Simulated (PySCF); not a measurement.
# Reading the logs of faulty runs: BCGeH5Si

Calculated results; nothing here was measured. They come from PySCF 2.14.0, an open-source quantum chemistry program, on an isolated molecule that a program drew, which may never have been made. The molecule is BCGeH5Si (charge 0, singlet), drawn as the SMILES string `[SiH]B=[CH][GeH3]`.

Each row is a Hartree-Fock (HF) and frozen-core CCSD(T) single point in the cc-pV(D+d)Z basis, meant for a local HF minimum. Run 1 is clean. Each other run has one planted mistake out of seven kinds, and not every kind appears here: one electron removed, one electron added, multiplicity raised by two, geometry at a saddle point, minimal basis STO-3G, one bond length entered in bohr, all coordinates scaled. The reference is restricted for singlets and unrestricted otherwise, and also for a bond in bohr. Adding or removing an electron swaps singlet and doublet. Electrons count all cores. HOMO and LUMO are orbital energies over both spins, the gradient is its largest component, and the lowest frequency (negative if imaginary) is given only where the gradient is small. Bond lengths are over the 8 bonds as drawn. T1 is the CCSD diagnostic: over 0.02 (restricted) or 0.045 (unrestricted) a single reference is doubtful. Germanium has the cc-pVDZ-PP basis, with a core potential (ECP10MDF) in place of its 10 inner electrons, and its 3s, 3p and 3d shells are frozen in CCSD(T).

Geometry of the clean run:
```xyz
9
BCGeH5Si, angstrom
Si    2.1738    0.5901    2.1921
B     0.7048    0.0484    0.9646
C    -0.2622   -0.4506    0.0972
Ge   -0.1350   -2.2768   -0.5714
H     1.5767    1.9725    2.3557
H    -1.1103    0.1393   -0.2385
H    -0.0457   -2.2747   -2.1022
H    -1.3747   -3.0791   -0.1582
H     1.1150   -2.9493    0.0049
```

```
run,electrons,basis functions,<S^2>,HOMO (eV),LUMO (eV),gradient (hartree/bohr),lowest frequency (cm^-1),mean bond (Å),longest bond (Å),T1,HF (hartree),CCSD(T) (hartree),mistake
1,62,99,0.000,-9.07,-0.07,1.2e-05,68,1.5662,1.989,0.0187,-647.66077,-648.12639,no fault
2,62,99,0.000,-8.77,-0.18,2.4e-02,-,1.6336,2.075,0.0197,-647.64687,-648.11884,all coordinates scaled
3,62,99,2.095,-8.23,-0.44,3.3e-02,-,1.5662,1.989,0.0271,-647.63463,-648.07472,multiplicity raised by two
4,62,99,1.269,-8.71,0.31,2.1e-02,-,1.6870,2.053,0.0798,-647.53624,-647.99003,?
5,63,99,0.784,-1.75,6.74,2.8e-02,-,1.5662,1.989,0.0204,-647.69385,-648.16608,?
```

**Which mistake was planted in run 4, and what did it cost?**

The mean bond changes by a factor of 1.077 and the longest by 1.032, so the molecule wasn't scaled as a whole. A length L in bohr read as angstrom grows by (1/0.5292 - 1) L = 0.890 L. The 8 bonds together grew by 8 x 0.1208 = 0.966 Å, which gives L = 1.086 Å. That is bond C3-H6, 1.086 Å in the clean geometry. So the mistake is: one bond length entered in bohr. Subtracting run 1 and multiplying by 627.51 kcal/mol a hartree, the energy moved by 78.1 kcal/mol in HF and 85.6 kcal/mol in CCSD(T).

**Which mistake was planted in run 5, and what did it cost?**

It counts 63 electrons, one more than the clean run, at the same geometry and basis. So the mistake is: one electron added. Subtracting run 1 and multiplying by 627.51 kcal/mol a hartree, the energy moved by -20.8 kcal/mol in HF and -24.9 kcal/mol in CCSD(T).

Cautions from the logs. Run 4: T1 is over the limit, so its CCSD(T) energy is less reliable.
